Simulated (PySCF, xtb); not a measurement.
C₅H₇BO, SMILES C=C=C1OCB1C.

GFN2-xTB (xtb) at its own geometry gives an orbital gap of 2.77 eV and a dipole moment of 2.25 D.

The structure is a stationary point at B3LYP-D3(BJ)/def2-SVP. This is a generated structure with no PubChem entry under its InChIKey; it may be hypothetical.

Question: What does PBE/def2-TZVP run with PySCF give? (Estimate from the structure and the level; the computed values follow.)

Answer: gap 2.86 eV (levels -5.34 and -2.48 eV), dipole 1.81 D.
